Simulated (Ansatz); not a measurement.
Basis-set extrapolation for H7NSSi2 (`N[SiH]([SiH3])S`) (PBE0-D4/def2-TZVP geometry, frozen core, the Gaussian-basis code of Ansatz). Multiplicity 1, RHF reference.

|  | def2-TZVPP | def2-QZVPP |
| --- | --- | --- |
| HF | -1034.038733 | -1034.071076 |
| MP2 correlation | -0.645449 | -0.696153 |
| CCSD(T) correlation | -0.735394 | not run |

Energies in hartree. Use E(X) = E(∞) + A·exp(−7.88·√X) for Hartree–Fock and E(X) = E(∞) + B·X^(−2.97) for correlation, with X = 3 and 4, and add CCSD(T) minus MP2 of the smaller set to the MP2 limit.

What is the CCSD(T) energy at the basis-set limit?

HF limit: -1034.071076 + (-0.032343) × 0.13774 = -1034.07553. MP2 limit: -0.696153 + (-0.050704) × 0.74074 = -0.73371. Higher-order term: -0.735394 − (-0.645449) = -0.08994. Total: -1034.89918 hartree, 3.40 eV below CCSD(T)/def2-TZVPP.
